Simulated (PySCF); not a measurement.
**Nuclear quadrupole coupling in `CN(C)C/P=C\C(F)(F)F`**

Compound: C5H9F3NP.
Atom-mapped SMILES: `[CH3:1][N:2]([CH3:3])[CH2:4]/[P:5]=[CH:6]\[C:7]([F:8])([F:9])[F:10]` (hydrogens: H11, H12, H13 on C1; H14, H15, H16 on C3; H17, H18 on C4; H19 on C6)

Cartesian coordinates in Å at the GFN2-xTB level; atoms count from 1:
```xyz
19
C5H9F3NP angstrom
C     -2.2686   -0.1970    0.6216
N     -1.4506    0.6665   -0.1987
C     -1.8511    0.6451   -1.5866
C     -0.0529    0.4180   -0.0298
P      0.5322   -1.3150   -0.5761
C      2.1791   -1.2432   -0.2935
C      2.9733   -0.1120    0.2386
F      4.2737   -0.4198    0.3488
F      2.5820    0.2937    1.4684
F      2.9182    0.9978   -0.5339
H     -2.1672   -1.2579    0.3397
H     -3.3123    0.0937    0.5187
H     -1.9754   -0.0829    1.6641
H     -1.7112   -0.3479   -2.0446
H     -1.2602    1.3722   -2.1418
H     -2.9017    0.9199   -1.6607
H      0.1994    0.5331    1.0286
H      0.5084    1.1593   -0.6058
H      2.7751   -2.1144   -0.5191
```

Field gradients from the PBE0/pcSseg-1 density (PySCF, non-relativistic), principal values in atomic units, ordered |Vxx| ≤ |Vyy| ≤ |Vzz|:

| atom | Vxx | Vyy | Vzz |
| --- | --- | --- | --- |
| N2 | 0.6222 | 0.6535 | -1.2757 |

Question: Find the asymmetry η = (Vxx − Vyy)/Vzz and the couplings χ = eQV/h (234.96 MHz × Q in barn × V in au), with Q(14N) = 0.02044 b.

Answer: 
```tsv
atom	environment	nucleus	η	χzz (MHz)	χxx (MHz)	χyy (MHz)
N2	tertiary amine nitrogen	14N	0.02	-6.13	2.99	3.14
```

The gradient is axial or nearly so (η below 0.05) at N2. The tensor is traceless: Vxx + Vyy + Vzz = 0.

Question: What is Vzz at N2 in SI units (1 au = 9.71736 × 10²¹ V/m²)?

Answer: -1.2757 au = -12.397 × 10²¹ V/m².

Question: And the gradient at the other heavy atoms, for which no coupling is worked out here?

Answer: 
| atom | environment | Vzz (au) | η |
| --- | --- | --- | --- |
| C1 | N-methyl carbon | 0.211 | 0.21 |
| C3 | N-methyl carbon | 0.210 | 0.22 |
| C4 | sp3 carbon bound to nitrogen | 0.188 | 0.87 |
| P5 | phosphorus bonded to 2 C | -1.464 | 0.93 |
| C6 | carbon bonded to C, P and H | -0.207 | 0.98 |
| C7 | CF3 carbon | -0.427 | 0.01 |
| F8 | fluorine of a CF3 group | 2.925 | 0.06 |
| F9 | fluorine of a CF3 group | 2.923 | 0.06 |
| F10 | fluorine of a CF3 group | 2.923 | 0.06 |

Question: What couplings would deuterons (Q(2H) = 0.00286 b) have in place of the hydrogens, at this geometry?

Answer: 
```tsv
atom	bonded to	bond length (Å)	Vzz (au)	η	χzz (kHz)
H11	C1	1.102	0.2813	0.07	189
H12	C1	1.088	0.3092	0.06	208
H13	C1	1.089	0.3075	0.06	207
H14	C3	1.103	0.2811	0.07	189
H15	C3	1.089	0.3073	0.06	206
H16	C3	1.088	0.3090	0.06	208
H17	C4	1.094	0.2951	0.05	198
H18	C4	1.094	0.2950	0.06	198
H19	C6	1.079	0.3296	0.09	221
```

Isolated species at its GFN2-xTB geometry (one conformer only). GFN2-xTB bond lengths can be off by several hundredths of an ångström, more for odd bonds, and the gradients follow them. The basis is small and wasn't made for field gradients, so the couplings can be 20 % off.
